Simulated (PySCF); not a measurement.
C2H10OSi2.
Cartesian coordinates in Å at the PBE0-D3(BJ)/def2-SVP level; atoms count from 1:
```
atom  x, y, z in Å
C1    -2.629   -0.933   -0.055
Si2   -1.483    0.525    0.107
O3     0.079   -0.058   -0.034
C4     1.222    0.760    0.071
Si5    2.761   -0.331   -0.124
H6    -3.679   -0.614    0.028
H7    -2.428   -1.672    0.736
H8    -2.492   -1.426   -1.030
H9    -1.643    1.204    1.434
H10   -1.737    1.545   -0.962
H11    1.262    1.283    1.048
H12    1.231    1.553   -0.704
H13    2.785   -1.372    0.947
H14    3.989    0.517   -0.012
H15    2.747   -0.999   -1.459
```

The closed-shell ground state was solved at several levels (PySCF, density fitting, gas phase, non-relativistic).

```tsv
level	basis functions	total energy (Eh)	HOMO (eV)	LUMO (eV)	gap (eV)	dipole (D)
PBE0/cc-pVDZ	128	-736.0235	-7.89	0.88	8.77	0.92
wB97X-D/pcSseg-1	149	-736.3678	-9.98	2.42	12.40	0.87
LC-wPBE/pcSseg-1	149	-736.1558	-10.82	2.87	13.69	0.88
PBE0/def2-TZVP	227	-736.1150	-8.08	0.39	8.47	0.85
PBE0/pcSseg-0	73	-734.9631	-7.82	0.82	8.64	1.08
B97-2/pcSseg-1	149	-736.3928	-7.82	0.68	8.50	0.88
BHandHLYP/pcSseg-1	149	-736.3285	-9.46	1.53	10.99	0.90
PBE0/cc-pVTZ	298	-736.1129	-8.06	0.52	8.58	0.86
CAM-B3LYP/pcSseg-1	149	-736.3655	-9.48	1.65	11.13	0.87
KT3/pcSseg-1	149	-743.3276	-6.69	-0.23	6.46	0.83
OPBE/pcSseg-1	149	-736.2584	-6.52	0.02	6.54	0.87
PBE0/IGLO-III	293	-736.1201	-8.09	0.40	8.49	0.84
PBE0/6-311+G(2d,p)	211	-736.0979	-8.10	0.02	8.12	0.89
```

**Question.** Estimate the row for BP86/pcSseg-1, a basis of 149 functions; the other rows only guide the guess.

**Answer.** Total energy -736.4819 Eh, HOMO -6.66 eV, LUMO -0.29 eV, gap 6.37 eV, dipole 0.84 D.

**Question.** Over all these levels, which gives the widest orbital gap and which the narrowest?

**Answer.** LC-wPBE/pcSseg-1 (range-separated hybrid) has the widest, 13.69 eV, and BP86/pcSseg-1 (GGA) the narrowest, 6.37 eV. The two share the basis. From the narrowest to the widest the HOMO moves by -4.16 eV and the LUMO by +3.16 eV.

**Question.** How much does the basis alone move the frontier levels among the 6 PBE0 rows?

**Answer.** The HOMO by 0.28 eV and the LUMO by 0.86 eV. By rising basis size (HOMO, LUMO in eV): pcSseg-0 -7.82, 0.82; cc-pVDZ -7.89, 0.88; 6-311+G(2d,p) -8.10, 0.02; def2-TZVP -8.08, 0.39; IGLO-III -8.09, 0.40; cc-pVTZ -8.06, 0.52.

**Question.** In the pcSseg-1 basis, how does the gap go with the fixed share of exact exchange?

**Answer.** BP86 (0 %) 6.37 eV; KT3 (0 %) 6.46 eV; OPBE (0 %) 6.54 eV; B97-2 (21 %) 8.50 eV; BHandHLYP (50 %) 10.99 eV. Each rise in the share widens the gap here.

**Question.** How far do the dipole and the HOMO energy spread over the levels?

**Answer.** The dipole runs from 0.83 to 1.08 D (mean 0.88 D) and the HOMO from -10.82 to -6.52 eV.

One conformer stands for the species.

Note: wB97X-D ran without an empirical dispersion term, which enters the total energy and its gradient alone.
